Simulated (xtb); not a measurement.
xtb input (GFN1-xTB):

```bash
xtb mol.xyz --gfn 1 --sp --chrg 0 --uhf 0
```
mol.xyz:
```
14

C     -1.63756984     1.65387429    -0.37614937
Si    -0.92931926     0.03296204    -1.00870252
C     -1.84362458    -1.44112644    -0.28744820
Si     1.32766828    -0.09957303    -0.39014431
Cl     1.39011441    -0.04386662     1.69865217
H     -2.70006414     1.73171125    -0.61674653
H     -1.12697700     2.51055595    -0.81912246
H     -1.52909894     1.71985066     0.70807728
H     -0.99974982    -0.00495276    -2.49525440
H     -2.90797263    -1.39113331    -0.52724737
H     -1.45268984    -2.38174331    -0.67891161
H     -1.74073339    -1.45895896     0.79918037
H      1.98806773    -1.35952437    -0.80648342
H      2.14755330     1.03599421    -0.87513778
```

End of the output:

```
         :::::::::::::::::::::::::::::::::::::::::::::::::::::
         ::                     SUMMARY                     ::
         :::::::::::::::::::::::::::::::::::::::::::::::::::::
         :: total energy             -17.105015101849 Eh    ::
         :: gradient norm              0.044621672622 Eh/a0 ::
         :: HOMO-LUMO gap              4.434375687315 eV    ::
         ::.................................................::
         :: SCC energy               -17.263781847216 Eh    ::
         :: -> electrostatic           0.004125903239 Eh    ::
         :: repulsion energy           0.164858877879 Eh    ::
         :: dispersion energy         -0.006092132512 Eh    ::
         :: halogen bond corr.         0.000000000000 Eh    ::
         :: add. restraining           0.000000000000 Eh    ::
         :: total charge               0.000000000000 e     ::
         :::::::::::::::::::::::::::::::::::::::::::::::::::::

           -------------------------------------------------
          |                Property Printout                |
           -------------------------------------------------

    * Orbital Energies and Occupations

         #    Occupation            Energy/Eh            Energy/eV
      -------------------------------------------------------------
         1        2.0000           -0.9131947             -24.8493
       ...           ...                  ...                  ...
         4        2.0000           -0.6145703             -16.7233
         5        2.0000           -0.5702008             -15.5160
         6        2.0000           -0.5240138             -14.2591
         7        2.0000           -0.5225010             -14.2180
         8        2.0000           -0.5152946             -14.0219
         9        2.0000           -0.5133435             -13.9688
        10        2.0000           -0.4911119             -13.3638
        11        2.0000           -0.4899383             -13.3319
        12        2.0000           -0.4833453             -13.1525
        13        2.0000           -0.4604879             -12.5305
        14        2.0000           -0.4542920             -12.3619
        15        2.0000           -0.4434685             -12.0674
        16        2.0000           -0.4014314             -10.9235 (HOMO)
        17                         -0.2384711              -6.4891 (LUMO)
Note: The following floating-point exceptions are signalling: IEEE_DENORMAL
normal termination of xtb
        18                         -0.2288706              -6.2279
        19                         -0.1737923              -4.7291
        20                         -0.1542144              -4.1964
        21                         -0.1375663              -3.7434
        22                         -0.1221802              -3.3247
        23                         -0.1170036              -3.1838
        24                         -0.1093824              -2.9764
        25                         -0.0834914              -2.2719
        26                         -0.0728808              -1.9832
        27                         -0.0612901              -1.6678
       ...                                ...                  ...
        53                          1.4502839              39.4642
      -------------------------------------------------------------
                  HL-Gap            0.1629603 Eh            4.4344 eV
             Fermi-level           -0.3199512 Eh           -8.7063 eV

  Mulliken/CM5 charges         n(s)   n(p)   n(d)
     1C    -0.19505 -0.30290   1.005  3.190  0.000
     2Si    0.16424 -0.02852   1.295  1.927  0.614
     3C    -0.19505 -0.30290   1.005  3.190  0.000
     4Si    0.22232  0.01839   1.277  1.828  0.673
     5Cl   -0.11831 -0.08070   1.893  5.232 -0.007
     6H     0.05621  0.11069   0.944  0.000  0.000
     7H     0.05592  0.11060   0.944  0.000  0.000
     8H     0.05662  0.11183   0.943  0.000  0.000
     9H    -0.07573  0.00592   1.076  0.000  0.000
    10H     0.05621  0.11069   0.944  0.000  0.000
    11H     0.05592  0.11060   0.944  0.000  0.000
    12H     0.05662  0.11183   0.943  0.000  0.000
    13H    -0.06996  0.01224   1.070  0.000  0.000
    14H    -0.06996  0.01224   1.070  0.000  0.000

Wiberg/Mayer (AO) data.
largest (>0.10) Wiberg bond orders for each atom

 ---------------------------------------------------------------------------
     #   Z sym  total        # sym  WBO       # sym  WBO       # sym  WBO
 ---------------------------------------------------------------------------
     1   6 C    3.951 --     2 Si   1.052     7 H    0.938     6 H    0.935
                             8 H    0.934
     2  14 Si   4.418 --     3 C    1.052     1 C    1.052     4 Si   0.964
                             9 H    0.910
     3   6 C    3.951 --     2 Si   1.052    11 H    0.938    10 H    0.935
                            12 H    0.934
     4  14 Si   4.319 --     5 Cl   1.375     2 Si   0.964    14 H    0.917
                            13 H    0.917
     5  17 Cl   1.453 --     4 Si   1.375
     6   1 H    0.997 --     1 C    0.935
     7   1 H    0.997 --     1 C    0.938
     8   1 H    0.998 --     1 C    0.934
     9   1 H    0.989 --     2 Si   0.910
    10   1 H    0.997 --     3 C    0.935
    11   1 H    0.997 --     3 C    0.938
    12   1 H    0.998 --     3 C    0.934
    13   1 H    0.990 --     4 Si   0.917
    14   1 H    0.990 --     4 Si   0.917
 ---------------------------------------------------------------------------

Topologies differ in total number of bonds
Writing topology from bond orders to xtbtopo.mol

 dipole moment from electron density (au)
     X       Y       Z
  -0.6399   0.0344  -0.2852  total (Debye):    1.783

           -------------------------------------------------
          | TOTAL ENERGY              -17.105015101849 Eh   |
          | GRADIENT NORM               0.044621672622 Eh/α |
          | HOMO-LUMO GAP               4.434375687315 eV   |
           -------------------------------------------------

------------------------------------------------------------------------
------------------------------------------------------------------------
 total:
 SCF:
```
